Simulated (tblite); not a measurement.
C₄H₉BF₃N.
Numbering: `[NH3+:1][B@@H-:2]([CH:3]1[CH2:4][CH2:5]1)[C:6]([F:7])([F:8])[F:9]` (hydrogens: H10, H11, H12 on N1; H13 on B2; H14 on C3; H15, H16 on C4; H17, H18 on C5)

Computed with GFN2-xTB (tblite), gas phase: L-BFGS steps from a force-field or distance-geometry start until the largest atomic force falls under 0.01 eV/Å.

At the end of the run (lengths in Å): N1–B2 1.637, B2–C6 1.638, C6–F9 1.340, N1–H10 1.018, C5–H17 1.079, B2–H13 1.182, C3–H14 1.087, B2–C6–F9 116.8°, F7–C6–F8 103.1°, N1–B2–C6 101.3°, F7–C6–F9 105.6°, N1–B2–C3–C4 -73°, B2–C3–C4–C5 -111°, N1–B2–C6–F7 58°, H14–C3–B2–N1 70°, H13–B2–C3–C4 48°.

Question: These geometries were met on the way; a selection of coordinates is given. Order them by energy above the end point, lowest first.
A. N1–B2 1.625, B2–C6 1.650, C6–F9 1.347, N1–H10 1.019, C5–H17 1.082, B2–H13 1.185, C3–H14 1.089, B2–C6–F9 114.2°, F7–C6–F8 103.1°, N1–B2–C6 102.9°, F7–C6–F9 104.7°, N1–B2–C3–C4 -140°, B2–C3–C4–C5 -113°, N1–B2–C6–F7 26°, H14–C3–B2–N1 3°, H13–B2–C3–C4 -20°
B. N1–B2 1.609, B2–C6 1.633, C6–F9 1.347, N1–H10 1.023, C5–H17 1.077, B2–H13 1.187, C3–H14 1.085, B2–C6–F9 112.7°, F7–C6–F8 101.9°, N1–B2–C6 104.5°, F7–C6–F9 104.2°, N1–B2–C3–C4 -143°, B2–C3–C4–C5 -112°, N1–B2–C6–F7 19°, H14–C3–B2–N1 0°, H13–B2–C3–C4 -20°
C. N1–B2 1.531, B2–C6 1.580, C6–F9 1.384, N1–H10 1.054, C5–H17 1.113, B2–H13 1.216, C3–H14 1.121, B2–C6–F9 108.0°, F7–C6–F8 109.7°, N1–B2–C6 107.1°, F7–C6–F9 110.0°, N1–B2–C3–C4 -140°, B2–C3–C4–C5 -109°, N1–B2–C6–F7 17°, H14–C3–B2–N1 1°, H13–B2–C3–C4 -22°
D. N1–B2 1.628, B2–C6 1.643, C6–F9 1.341, N1–H10 1.018, C5–H17 1.080, B2–H13 1.183, C3–H14 1.089, B2–C6–F9 117.3°, F7–C6–F8 103.3°, N1–B2–C6 101.2°, F7–C6–F9 105.1°, N1–B2–C3–C4 -134°, B2–C3–C4–C5 -112°, N1–B2–C6–F7 57°, H14–C3–B2–N1 10°, H13–B2–C3–C4 -14°
E. N1–B2 1.609, B2–C6 1.618, C6–F9 1.343, N1–H10 1.003, C5–H17 1.073, B2–H13 1.156, C3–H14 1.089, B2–C6–F9 109.2°, F7–C6–F8 106.0°, N1–B2–C6 105.1°, F7–C6–F9 106.9°, N1–B2–C3–C4 -142°, B2–C3–C4–C5 -111°, N1–B2–C6–F7 19°, H14–C3–B2–N1 -2°, H13–B2–C3–C4 -20°

Answer: D (0.090 eV), A (0.148 eV), B (0.239 eV), E (0.395 eV), C (0.862 eV).

| step | E above end (eV) | rms distance from the end, all atoms (Å) | largest force (eV/Å) | rms shift of all bonds from the end (Å) |
| --- | --- | --- | --- | --- |
| 51 | 0.090 | 0.751 | 0.059 | 0.003 |
| 24 | 0.148 | 0.915 | 0.114 | 0.007 |
| 5 | 0.239 | 0.960 | 0.541 | 0.010 |
| 2 | 0.395 | 0.966 | 0.789 | 0.014 |
| 0 | 0.862 | 0.973 | 2.533 | 0.038 |

Rows stand in the order of the answer.
